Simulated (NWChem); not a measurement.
System: C3H6OSi; SMILES O=C1C[SiH2]C1

The following NWChem deck was run.

```
start job
memory heap 200 mb stack 900 mb global 1100 mb
geometry units angstroms noautosym nocenter noautoz
  O      0.506958    -2.095407     0.000000
  C      0.033465    -0.983544     0.000000
  C     -0.211942    -0.056120    -1.207838
  Si     0.138904     1.389750     0.000000
  C     -0.211942    -0.056120     1.207838
  H      0.384714    -0.292774    -2.090911
  H     -1.275712    -0.059390    -1.483366
  H     -0.808517     2.533986     0.000000
  H      1.541610     1.874924     0.000000
  H     -1.275712    -0.059390     1.483366
  H      0.384714    -0.292774     2.090911
end
basis spherical
  * library 6-31g*
end
dft
  xc b3lyp
  iterations 150
end
property
  shielding 8 1 2 3 4 6 7 8 9
end
task dft property
```

Geometry: optimised at B3LYP/6-31G* (spherical d). B3LYP is NWChem's, with the RPA form of VWN correlation.

GIAO values for the isolated, static molecule; σ is the absolute isotropic shielding, δ = σ(reference) − σ with the isolated reference molecule computed at the same levels (13C: tetramethylsilane, 1H: tetramethylsilane, 17O: water, 29Si: tetramethylsilane).

Atoms are numbered as in the input.

Question: What results follow from this input? (B3LYP/6-31G* (spherical d), GIAO.) Quantities: δ O1 (ppm); δ C2 (ppm); δ C3 (ppm); δ Si4 (ppm); δ H6 (ppm); δ H8 (ppm); δ H9 (ppm).

Answer: 
```yaml
"δ O1 (ppm)": 579.4
"δ C2 (ppm)": 189.0
"δ C3 (ppm)": 37.3
"δ Si4 (ppm)": -42.3
"δ H6 (ppm)": 2.15
"δ H8 (ppm)": 4.37
"δ H9 (ppm)": 4.31
```
